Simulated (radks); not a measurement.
Species: Cd XVI. Configuration: [Ar] 3d10 4s2 4p3. All-electron calculation, non-relativistic Kohn-Sham, LB94 model potential, spin-polarised, spherical densities, point nucleus; open shells are filled with parallel spins first (spin-orbit coupling, left out, can overturn this in heavy ions); relativity is left out, which matters for an element this heavy. Program: a radial shooting solver on a logarithmic mesh with Libxc functionals. Some entries of the table are withheld. Estimate them.

| orbital | occ. | eigenvalue (hartree) | <r^2> (bohr^2) |
|---|---|---|---|
| 1s down | 1 | -961.1557 | 0.001341 |
| 1s up | 1 | -961.1538 | 0.001341 |
| 2s up | 1 | -152.0684 | 0.02201 |
| 2s down | 1 | -152.0469 | 0.02202 |
| 2p up | 3 | -142.9342 | 0.01659 |
| 2p down | 3 | -142.8974 | 0.01660 |
| 3s up | 1 | -39.24334 | 0.1546 |
| 3s down | 1 | -39.23425 | 0.1552 |
| 3p up | 3 | -35.49317 | 0.1491 |
| 3p down | 3 | -35.48250 | 0.1497 |
| 3d up | 5 | -28.57537 | 0.1277 |
| 3d down | 5 | -28.56727 | 0.1283 |
| 4s up | 1 | -15.60017 | 0.7380 |
| 4s down | 1 | -15.53529 | 0.7273 |
| 4p up | 3 | (1) | 0.7805 |
| 4p down | 0 | (2) | 0.7684 |

Answer. 
(1) 4p up eigenvalue (hartree): -14.24966
(2) 4p down eigenvalue (hartree): -14.17715
